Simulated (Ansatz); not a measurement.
Mulliken charges of FGeH₃Se₃, SMILES `[F][Ge]([SeH])([SeH])[SeH]` from B3LYP/def2-TZVPP in Ansatz (PBE0-D4/def2-TZVP geometry).

| atom | x (Å) | y (Å) | z (Å) | charge (e) |
| --- | --- | --- | --- | --- |
| F1 | 1.475 | -1.462 | -0.349 | -0.373 |
| Ge2 | 0.257 | -0.306 | 0.105 | 0.756 |
| Se3 | 0.932 | 0.890 | 1.996 | -0.202 |
| Se4 | 0.122 | 0.959 | -1.861 | -0.200 |
| Se5 | -1.665 | -1.476 | 0.733 | -0.203 |
| H6 | 1.618 | 1.882 | 1.158 | 0.075 |
| H7 | -1.021 | 1.714 | -1.327 | 0.073 |
| H8 | -1.627 | -2.258 | -0.511 | 0.074 |

By hand: the dipole of these point charges (1 e Å = 4.8032 D).

Σ q r = (-0.304, 0.341, -0.018) e Å, of length 0.457 e Å = 2.20 D.

How does the dipole of the full density compare? (An estimate is asked.)

Computed: (-0.267, 0.294, -0.033) e Å, 1.91 D; the point charges give 1.15 times that, at 3° from its direction.

Point charges leave out the atoms' own dipoles, such as those of lone pairs, and Mulliken's split depends on the basis, so the two needn't agree.

B3LYP here is the variant with VWN-RPA as its local correlation; programs differ in this.
